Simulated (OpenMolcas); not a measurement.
Ti: from CASSCF to CASPT2

| Item | Value |
| --- | --- |
| Program | OpenMolcas 26.06 |
| Basis | ANO-RCC-VDZP [5s4p2d1f] |
| Scalar Hamiltonian | DKH2, point nucleus |
| Active space | 2 electrons in 5 orbitals (3d) |
| State averaging | 2S+1 = 3 even, 10 roots; 2S+1 = 1 even, 15 roots |
| Spin-orbit coupling | state interaction with AMFI integrals over the reference wave functions, term energies averaged over their components |

Methods on the same reference wave functions:
A. CASSCF
B. SS-CASPT2, IPEA 0.25 Eh, imaginary shift 0.1 Eh (closed shells correlated: 3s 3p 4s)

Energies in cm⁻¹ above 3d² 4s² ³F₂, the measured ground level; measured values from NIST Handbook of Basic Atomic Spectroscopic Data.

| Level | A | B | Measured |
| --- | --- | --- | --- |
| 3d² 4s² ³F₂ | 0.0 | 0.0 | 0.0 |
| 3d² 4s² ³F₃ | 179 | 181 | 170 |
| 3d² 4s² ³F₄ | 414 | 415 | 387 |
| 3d² 4s² ¹D₂ | 10472 | 7010 | 7255 |
| 3d² 4s² ³P₀ | 12598 | 9930 | 8437 |
| 3d² 4s² ³P₁ | 12659 | 9990 | 8492 |
| 3d² 4s² ³P₂ | 12789 | 10120 | 8602 |
| 3d² 4s² ¹G₄ | 16127 | 13660 | 12118 |
| 3d² 4s² ¹S₀ | 38952 | 28600 |  |

Deviations, from unrounded energies. A percentage is the sum of absolute deviations over the sum of measured energies, with the sign that they share, or ± where signs differ.

```json
{"Against measurement": "mean absolute deviation (cm-1)", "Levels": "7", "A": "2800", "B": "910"}
{"Against measurement": "fine structure of the ground term (%)", "Levels": "2", "A": "+6.4", "B": "+6.9"}
{"Against measurement": "other terms of the ground configuration (%)", "Levels": "5", "A": "+44.0", "B": "±14.0"}
```

B lies closest to measurement on these levels. The largest miss of B in the table is 3d² 4s² ¹G₄, by +1500 cm-1. The ranking rests on the paired levels alone, and a cruder setting can come out closer through cancelling errors.

From A to B the spin-free energies of the other terms of 3d² 4s² shown, above ³F, scale by factors of 0.66 to 0.84.

The lowest spin-free term lies below A's lowest term by 0.284 hartree in B.

CASPT2 does not keep the components of a term degenerate, so their means are used; among the terms shown or strongly mixed into the levels shown the widest spread is 840 cm-1 (3d² 4s² ³F, B). With the s shell closed, the reference lacks s² → p², s² → d² and s → d mixing, so excited terms can stand far too high and out of order, with CASPT2 too. Without dynamic correlation excited terms often stand tens of per cent too high (terms of higher spin than the ground term too low), and those without a measured partner can miss by more than the paired ones (holds for A). Some terms miss by over 15 % even with CASPT2, which points to a basis or an active space too small for the shells correlated (holds for B). Measured partners are found by configuration, term and J. A level has none where our copy of the source lacks it or the pairing is in doubt (some pairs that miss far off the trend of their configuration count as doubtful), and it then counts in no deviation. Only configurations of the active space appear.
